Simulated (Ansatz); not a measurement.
Cost and result for the atomization energy of AlBr₂HS (`[SH][Al]([Br])[Br]`) (5 atoms, 4 bonds).

Cartesian coordinates in Å:
```
S -0.677 0.578 1.508
Al 0.091 -0.430 -0.242
Br 0.011 -2.662 -0.315
Br 0.952 0.726 -1.955
H -0.377 1.789 1.005
```

The species carries charge 0 and has multiplicity 1. Correlated methods include outer-core shells of Br, which these sets cover unevenly. Scalar relativity is left out up to krypton. The geometry is a stationary point of PBE0-D4/def2-TZVP. It is one conformer, not always the lowest. Program: Ansatz. All runs use 4 threads of an Arm Neoverse V2 on a shared host. Times are those of one run each, without the atoms' runs, and a repeat can differ threefold. Electronic energies, without spin–orbit coupling; frozen cores. CCSD(T)/CBS adds CCSD(T) − MP2 in def2-TZVPP to the MP2 limit, and its time is that of the two runs behind it. T1 = 0.008. With those shells the extrapolation isn't a true limit. HSE06 is the plane-wave form, built on full-range PBE exchange.

CCSD(T)/CBS is a level of theory with its own doubt, some kJ/mol a heavy atom from the limit and from the frozen cores, so smaller differences don't rank the functionals.

```csv
level,functions,wall time,atomization (kJ/mol),difference from CCSD(T)/CBS,per bond
LDA (SPW92)/def2-TZVPP,194,0.85 s,1651.0,167.9,42.0
BLYP-D4/def2-TZVPP,194,1.5 s,1413.0,-70.1,-17.5
PBE-D4/def2-TZVPP (with forces),194,1.6 s,1470.1,-13.0,-3.2
PBE0-D4/def2-TZVPP,194,2.7 s,1458.7,-24.4,-6.1
BHLYP-D4/def2-TZVPP,194,2.7 s,1406.9,-76.2,-19.0
HSE06-D4/def2-TZVPP,194,2.9 s,1460.0,-23.1,-5.8
CAM-B3LYP-D4/def2-TZVPP,194,3 s,1427.8,-55.3,-13.8
CCSD(T)/def2-SVP,105,4 s,1346.6,-136.5,-34.1
r2SCANh-D4/def2-TZVPP,194,4.8 s,1478.3,-4.8,-1.2
ωB97X-V/def2-TZVPP,194,6.5 s,1467.4,-15.7,-3.9
MP2/def2-QZVPP,348,11 s,1510.8,27.7,6.9
CCSD(T)/def2-TZVPP,194,66 s,1419.2,-63.9,-16.0
CCSD(T)/CBS(def2),–,77 s,1483.1,0.0,0.0
```

In def2-TZVPP, CCSD(T) changes the Hartree–Fock value by +332.2 kJ/mol (the triples alone add +31.6 kJ/mol) and MP2 by +387.4 kJ/mol; breaking electron pairs costs correlation energy, which Hartree–Fock lacks. At CCSD(T), def2-SVP lies −136.5 kJ/mol from the extrapolated value and def2-TZVPP −63.9 kJ/mol: correlation converges slowly with the basis, and small sets miss more of it in the bonded molecule than in its fragments. Leaving LDA and LC-ωPBE aside and taking each functional with its dispersion term where it has one, the values, not all of them listed here, spread over 81.8 kJ/mol, from BHLYP-D4 to r2SCAN-D4. LDA lies +198.4 kJ/mol from PBE without D4, its usual overbinding.
